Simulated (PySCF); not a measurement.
`C(=C)(F)/C(F)=C/C#N`, C₅H₃F₂N

Geometry (Å), atoms numbered from 1 in this order:
```xyz
11

C     2.1910    0.1223   -0.4526
C     1.0384    0.4213    0.1472
F     0.9628    1.3484    1.0994
C    -0.2464   -0.2031   -0.1464
F    -0.2015   -1.1241   -1.0910
C    -1.4005    0.1056    0.4735
C    -2.6337   -0.5205    0.1634
N    -3.6532   -1.0212   -0.0733
H     2.2149   -0.6412   -1.2287
H     3.1087    0.6387   -0.1698
H    -1.3813    0.8736    1.2487
```

Level of theory: quadratic response CAM-B3LYP/def2-TZVPD first hyperpolarisability, Taylor convention, gas phase in PySCF. Geometry: PBE0-D3(BJ)/def2-SVP.

Give the tensor of the second harmonic β(−2ω;ω,ω) at 1907 nm in the axes of these coordinates.

In au, Taylor convention; rows are the first index (the induced dipole):
|  | xx | yy | zz | xy | xz | yz |
| --- | --- | --- | --- | --- | --- | --- |
| x | +21.2 | -8.5 | -22.1 | +39.8 | +19.2 | +11.8 |
| y | +38.2 | +3.4 | -3.9 | -8.5 | +11.5 | +6.9 |
| z | +17.8 | +6.9 | +16.0 | +11.1 | -21.7 | -4.1 |

Norm of βᵢ = ⅓ Σⱼ (βᵢⱼⱼ + βⱼᵢⱼ + βⱼⱼᵢ): 57.5 au, hyper-Rayleigh value 33.3 au.
